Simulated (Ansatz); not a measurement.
Geometry optimisation, DFT PBE-D3(BJ), scalar-relativistic, plane waves, PAW in Ansatz 0.2.0.

input.yaml

```yaml
crystal:
  lattice:
    - [8.821161, 0.0, 0.0]
    - [0.0, 8.821161, 0.0]
    - [0.0, 0.0, 8.821161]
  atoms:
    - { symbol: C, position: [0.1643722, 0.9111021, 0.8428098] }
    - { symbol: O, position: [0.1283257, 0.9599328, 0.9618466] }
    - { symbol: O, position: [0.2004186, 0.8622713, 0.7237731] }
    - { symbol: C, position: [0.0292594, 0.6463405, 0.8160333] }
    - { symbol: O, position: [0.0258278, 0.6334087, 0.9489788] }
    - { symbol: O, position: [0.032691, 0.6592722, 0.6830877] }
    - { symbol: C, position: [0.7759861, 0.2783503, 0.672715] }
    - { symbol: O, position: [0.7662746, 0.368706, 0.7706693] }
    - { symbol: O, position: [0.7856976, 0.1879945, 0.5747606] }
    - { symbol: C, position: [0.4411187, 0.1226712, 0.6197738] }
    - { symbol: O, position: [0.4693548, 0.049551, 0.7279852] }
    - { symbol: O, position: [0.4128827, 0.1957913, 0.5115625] }
    - { symbol: C, position: [0.4184191, 0.8216073, 0.0905181] }
    - { symbol: O, position: [0.311944, 0.7854841, 0.1627103] }
    - { symbol: O, position: [0.5248941, 0.8577304, 0.0183259] }
    - { symbol: C, position: [0.0177455, 0.0198422, 0.3803447] }
    - { symbol: O, position: [-0.0195075, -0.1055118, 0.4077697] }
    - { symbol: O, position: [0.0549984, 0.1451962, 0.3529197] }
    - { symbol: C, position: [0.6794907, 0.1793789, 0.15078] }
    - { symbol: O, position: [0.5804852, 0.136772, 0.229749] }
    - { symbol: O, position: [0.7784961, 0.2219857, 0.0718109] }
    - { symbol: C, position: [0.2902651, 0.5401077, 0.5039633] }
    - { symbol: O, position: [0.326574, 0.6639474, 0.4693377] }
    - { symbol: O, position: [0.2539561, 0.4162681, 0.5385889] }
basis:
  ecutwfc: 420.0
kpoints:
  mp_grid: { grid: [1, 1, 1] }
hamiltonian:
  xc: pbe
  dispersion: d3bj
scf:
  occupations: { method: fermi_dirac, width: 0.02 }
  lower_state_search: "off"
relax:
  f_tol: 0.3
  max_steps: 15
  adjacent_minimum: "off"
output:
  write_density: true
  write_potential: true
  elf: true
  volumetric_format: npy
```

Command:

```bash
$ ansatz run input.yaml --threads 1 --pin off --max-ram 3072MiB --backend cpu --events-out ev --progress --plain --runs-dir out
```

Task: Where does it end, and by what steps?

Result: The run converged. The force dipped under the threshold on the way, but the program's further checks kept it going. Limits of this set-up: coarse k mesh. After 9 steps the energy has fallen by 1.090 eV; O12 moved furthest, 1.27 Å.

```tsv
step	energy less start (eV)	largest force component (eV/Å)	accepted
0	0.0000	1.260	yes
1	-0.4917	0.411	yes
2	-0.6661	0.434	yes
3	-0.7832	0.313	yes
4	-0.8517	0.983	yes
5	-0.9438	0.318	yes
6	-0.9949	0.443	yes
7	-1.0278	0.727	yes
8	-1.0899	0.054	yes
9	-1.0899	0.055	yes
```

```xyz
24
Lattice="8.8212 0.0000 0.0000 0.0000 8.8212 0.0000 0.0000 0.0000 8.8212" Properties=species:S:1:pos:R:3
C 1.143 8.749 7.787
O 1.077 9.372 8.773
O 1.216 8.134 6.791
C -0.235 5.475 6.959
O -0.318 5.708 8.103
O -0.148 5.235 5.817
C 6.691 2.477 6.041
O 6.135 3.412 6.474
O 7.242 1.543 5.602
C 3.719 0.582 5.380
O 4.106 0.655 6.485
O 3.339 0.515 4.279
C 4.069 7.177 0.765
O 2.928 6.949 0.891
O 5.210 7.403 0.629
C 0.336 0.319 3.209
O 0.269 -0.827 3.428
O 0.392 1.468 2.988
C 6.195 1.493 1.017
O 5.500 1.557 1.956
O 6.890 1.433 0.078
C 2.924 4.769 4.811
O 3.165 5.790 4.292
O 2.693 3.749 5.336
```

Run time: 40 s on 1 thread of Arm Neoverse V2, on a shared host, peak memory 0.54 GiB.
